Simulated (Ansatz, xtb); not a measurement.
## Relative energy of two structures of AlBrFGeH+

Structure I is a doublet given by its coordinates and structure II is a doublet given by its coordinates. Both are isolated ions in the gas phase, relaxed with PBE-D3(BJ)/def2-SVP.

I (Å):

```xyz
5

Al    0.9725    0.9604    0.5767
Br   -1.1873    1.0450    1.4901
F     0.4687    0.6769   -1.0788
Ge   -1.6986    0.4454   -1.2025
H    -1.4643   -1.0984   -0.8053
```

Close contacts (Å): Al1–Br2 2.35, Al1–F3 1.75, Br2–Ge4 2.81, F3–Ge4 2.18, Ge4–H5 1.61.

II (Å):

```xyz
5

Al   -1.2062   -0.6065   -1.7411
Br   -0.7951    0.6716   -3.4659
F    -0.4557   -0.8188   -0.1714
Ge   -2.2200   -2.0381    0.2259
H    -1.8781   -2.1846   -1.5923
```

Close contacts (Å): Al1–Br2 2.19, Al1–F3 1.75, Al1–Ge4 2.64, F3–Ge4 2.18, Al1–H5 1.72, Ge4–H5 1.86.

Problem. Estimate which is lower in electronic energy at CCSD(T)/def2-SVP + ΔMP2/def2-TZVPP, and by roughly how much.

Solution. The CCSD(T)/def2-SVP + ΔMP2/def2-TZVPP calculation puts structure II lower, by 4.4 kcal/mol.

Level by level:

| level | geometry | E(II) − E(I) (kcal/mol) | departure from the last row (kcal/mol) | job, with rough time for the two |
| --- | --- | --- | --- | --- |
| PBE-D3(BJ)/def2-SVP | PBE-D3(BJ)/def2-SVP | −3.8 | +0.7 | optimisation, 40 s |
| HF/def2-SVP | PBE-D3(BJ)/def2-SVP | +3.3 | +7.7 | part of the CCSD(T) run |
| MP2/def2-SVP | PBE-D3(BJ)/def2-SVP | −0.9 | +3.5 | part of the CCSD(T) run |
| CCSD(T)/def2-SVP | PBE-D3(BJ)/def2-SVP | −2.2 | +2.2 | single point |
| CCSD(T)/def2-SVP + ΔMP2/def2-TZVPP | PBE-D3(BJ)/def2-SVP | −4.4 |  | single point, 59 s |

HF/def2-SVP puts the two in the other order. The largest departure from CCSD(T)/def2-SVP + ΔMP2/def2-TZVPP is that of HF/def2-SVP, 7.7 kcal/mol. Levels run at GFN2-xTB geometries aren't shown. The last row adds to CCSD(T) the change of the MP2 difference between the two basis sets, here −2.2 kcal/mol.

With harmonic frequencies from PBE-D3(BJ)/def2-SVP (ideal gas, rigid rotor, one conformer each, 298.15 K, 1 atm): the zero-point term adds +0.2 kcal/mol; ΔH is −4.3 and ΔG −4.4 kcal/mol.

Open shells are spin-unrestricted. The correlated steps freeze 24 core orbitals; the filled d shell of Br and Ge is correlated, in a basis made for valence electrons. Codes used: Ansatz 0.2.0; the last row on 2 threads of Intel(R) Xeon(R) Platinum 8375C CPU @ 2.90GHz (Ice Lake) on a shared host.
